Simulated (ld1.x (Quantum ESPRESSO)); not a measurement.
# Logarithmic derivatives: oxygen (O), ultrasoft

- Element: O (Z = 8)
- Generator: ld1.x (Quantum ESPRESSO) 7.5
- Type: ultrasoft
- Functional: LDA (PZ)
- Relativity: scalar-relativistic
- Frozen core: [He]
- Valence charge: 6
- Reference configuration: 2s2 2p4
- Partial waves: 2s (bound): rcut 0.70, rcutus 0.85 bohr; 2s channel at -0.9 Ry: rcut 0.70, rcutus 0.85 bohr; 2p (bound): rcut 1.30, rcutus 1.60 bohr; 2p channel at 0.2 Ry: rcut 1.30, rcutus 1.60 bohr; 3d channel at 0.15 Ry: rc 1.85 bohr
- Local potential: the d channel
- Core correction: none
- Augmentation charge: built from norm-conserving waves at rcut, not smoothed further

The phase is arctan(r·u′/u) with u = r·R(r), unwrapped; energies in Ry, scanned from -4 to 5 Ry. A pole is an energy at which the radial function vanishes at the test radius. The pseudo phase is shifted by a multiple of π to meet the all-electron one at the reference energy, and phase errors are pseudo minus all-electron; the curves can meet again beyond the range given. Levels narrower than the energy grid can be missing from the lists of poles.

```
channel  radius (bohr)  reference energy (Ry)  poles, all-electron  poles, pseudo  unbroken range about the reference energy with phases within 0.05 rad  phase error 1 Ry above the reference energy (rad)
      s           1.99                  -1.75                -1.24          -1.24                                                        the whole range                                             -0.000
      p           1.99                  -0.68                -0.11          -0.11                                                        the whole range                                             -0.000
      d           1.99                   0.15                 none           none                                                        the whole range                                             +0.000
```

Phases in the s channel:

```
E (Ry)  all-electron  pseudo
 -4.00         1.263   1.263
 -3.76         1.244   1.244
 -3.52         1.220   1.220
 -3.28         1.189   1.189
 -3.04         1.145   1.146
 -2.80         1.080   1.080
 -2.56         0.967   0.967
 -2.32         0.728   0.728
 -2.08         0.079   0.079
 -1.84        -0.912  -0.912
 -1.60        -1.345  -1.345
 -1.36        -1.519  -1.519
 -1.12        -1.613  -1.613
 -0.88        -1.675  -1.675
 -0.64        -1.720  -1.720
 -0.40        -1.758  -1.758
 -0.16        -1.792  -1.792
  0.08        -1.825  -1.825
  0.32        -1.859  -1.859
  0.56        -1.894  -1.894
  0.80        -1.934  -1.933
  1.04        -1.979  -1.979
  1.28        -2.033  -2.032
  1.52        -2.099  -2.098
  1.76        -2.183  -2.182
  2.00        -2.294  -2.292
  2.24        -2.443  -2.440
  2.48        -2.649  -2.642
  2.72        -2.920  -2.909
  2.96        -3.241  -3.227
  3.20        -3.557  -3.542
  3.44        -3.818  -3.804
  3.68        -4.013  -4.001
  3.92        -4.155  -4.144
  4.16        -4.260  -4.250
  4.40        -4.339  -4.330
  4.64        -4.400  -4.392
  4.88        -4.449  -4.441
```
